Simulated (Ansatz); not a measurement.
A geometry relaxed with PBE-D3(BJ)/def2-SVP (Ansatz, a program for electronic structure), charge 0, multiplicity 1:

```xyz
22

C     -1.1127     1.0699    -0.0381
C      0.2388     1.3988    -0.2260
H     -3.2467    -2.3525     0.6847
H     -3.8724    -0.2049     1.6731
C      0.9123    -0.9540     0.0436
C      2.6485     0.7253    -0.3809
N      1.8392    -1.9549     0.0910
C      3.5753    -0.3024    -0.3299
H     -3.3495     1.9645     0.0575
B     -2.1643     2.1982    -0.0945
C     -0.4647    -1.2853     0.2358
H      0.5152     2.4509    -0.4067
H     -4.1209    -0.5602    -0.7309
H     -0.6868    -2.3490     0.4132
H      3.8419    -2.4563    -0.0471
H     -1.8122     3.3463    -0.2949
H      4.6500    -0.1142    -0.4700
C     -1.4636    -0.3191     0.1998
C      1.2699     0.4224    -0.1927
Si    -3.2628    -0.8636     0.4663
H      2.9549     1.7676    -0.5635
C      3.1107    -1.6277    -0.0898
```

Question: Write the SMILES of this molecule.

Answer: `Bc1cc2cccnc2cc1[SiH3]`
